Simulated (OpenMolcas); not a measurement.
# What dynamic correlation does to the levels of Pd V

* Program: OpenMolcas
* Basis: ANO-RCC-VTZP [7s6p4d2f1g]
* Scalar Hamiltonian: DKH2, point nucleus
* Active space: 12 electrons in 8 orbitals (RAS1 4p, at most 2 holes; RAS2 4d)
* State averaging: 2S+1 = 5 even, 5 roots; 2S+1 = 3 even, 45 roots; 2S+1 = 1 even, 49 roots
* Spin-orbit coupling: RASSI with atomic mean-field integrals over the reference wave functions, term energies averaged over their components

Methods on the same reference wave functions:
A. RASSCF
B. SS-RASPT2, IPEA 0.25 Eh, imaginary shift 0.1 Eh (closed shells correlated: 4s)
C. MS-RASPT2, IPEA 0.25 Eh, imaginary shift 0.1 Eh (closed shells correlated: 4s)

Energies in cm⁻¹ above 4d⁶ ⁵D₄.

| Level | A | B | C |
| --- | --- | --- | --- |
| 4d⁶ ⁵D₄ | 0.0 | 0.0 | 0.0 |
| 4d⁶ ⁵D₃ | 2073 | 2090 | 2080 |
| 4d⁶ ⁵D₂ | 3162 | 3170 | 3180 |
| 4d⁶ ⁵D₁ | 3916 | 3930 | 3940 |
| 4d⁶ ⁵D₀ | 4264 | 4290 | 4300 |
| 4d⁶ ³P₂(1) | 20521 | 20160 | 20080 |
| 4d⁶ ³H₆ | 23426 | 20010 | 20000 |
| 4d⁶ ³H₅ | 23715 | 20370 | 20360 |
| 4d⁶ ³F₃(1) [74 %] | 24763 | 22880 | 22870 |
| 4d⁶ ³F₂(1) | 25521 | 23920 | 23740 |
| 4d⁶ ³P₁(1) | 26421 | 26030 | 25810 |
| 4d⁶ ³P₀(1) | 26847 | 26690 | 26610 |
| 4d⁶ ³G₅ | 28873 | 25560 | 25550 |
| 4d⁶ ³G₄ | 30205 | 27140 | 27120 |
| 4d⁶ ³G₃ [74 %] | 30715 | 27720 | 27650 |
| 4d⁶ ³D₂ | 33575 | 30520 | 30580 |
| 4d⁶ ³D₁ | 34075 | 31060 | 31100 |
| 4d⁶ ³D₃ | 34415 | 31250 | 31220 |
| 4d⁶ ¹I₆ | 36262 | 31370 | 31360 |
| 4d⁶ ¹G₄(1) | 36306 | 34370 | 34220 |
| 4d⁶ ¹S₀ [72 %] | 39087 | 38900 | 38470 |
| 4d⁶ ¹D₂(1) | 41920 | 38940 | 38850 |
| 4d⁶ ¹F₃ | 47192 | 42020 | 42020 |
| 4d⁶ ³P₀(2) | 51604 | 47240 | 47720 |

Between B and C the level of the table that moves most is 4d⁶ ³P₀(2), by 470 cm-1 (lowest in B, highest in C). Moves below CASPT2's spread within the term are not significant.

From A to B the spin-free energies of the other terms of 4d⁶ shown, above ⁵D, scale by factors of 0.85 to 1.00.

The lowest spin-free term lies below A's lowest term by 0.392 hartree in B, 0.392 hartree in C.

CASPT2 breaks the degeneracy within a term, and the mean is taken; among the terms shown or strongly mixed into the levels shown the widest spread is 1400 cm-1 (4d⁶ ¹I, C). Active for correlation alone: 4p; no level in the range computed is led by a configuration that opens it, so any true level of that kind is missing. The CASPT2 spread within a term exceeds the gap to the next term for 4d⁶ ³P(2) and 4d⁶ ³F(2), so the order of their levels is uncertain, and so are names and mixing where such terms share a J (figures for B; the like holds for C). Without dynamic correlation excited terms often stand tens of per cent too high (terms of higher spin than the ground term too low), and those without a measured partner can miss by more than the paired ones (holds for A). Levels of configurations outside the active space are missing. Levels that lie high or do not pair safely by name in every column are left out.

A share in square brackets marks a mixed level and gives the weight of the term that names it, the lowest over the columns. A number in round brackets counts repeated terms of one configuration in the order of the reference energies.
